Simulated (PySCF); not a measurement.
**How methods differ on the ionisation energy of W⁺**

W⁺ [Xe] 4f14 5d4 6s1 (6D) → W²⁺ [Xe] 4f14 5d4 (5D), as a difference of total energies. Calculation: PySCF 2.14, in aug-cc-pwCVTZ-PP with ECP60MDF (8s8p7d4f3g, 122 functions); scalar relativity through the core potential. Correlated levels: valence: 5s2 5p6 frozen; valence and next inner shell: nothing frozen outside the core potential. The calculations carry no spin-orbit coupling.

| method | ionisation energy (eV) |
| --- | --- |
| UHF | 14.994 |
| LDA | 16.583 |
| PBE | 16.305 |
| PBE0 | 16.065 |
| r2SCAN | 16.347 |
| wB97M-V | 15.771 |
| CAM-B3LYP | 15.895 |
| PBEsol | 16.364 |
| MP2 (valence) | 15.499 |
| SCS-MP2 (valence) | 15.163 |
| MP2 (valence and next inner shell) | 15.967 |
| SCS-MP2 (valence and next inner shell) | 15.585 |

Question: How much does correlation contribute at MP2 (valence and next inner shell)?

Answer: 15.967 − (14.994) = 0.973 eV, measured against UHF.

The reference lies between the lowest fine-structure levels, while these numbers refer to the centres of the terms.

Errors of the correlated levels include the incompleteness of this basis and the frozen core.

For comparison: 16.37 ± 0.15 eV (semi-empirical (NIST evaluation); NIST Atomic Spectra Database, ionization energies).
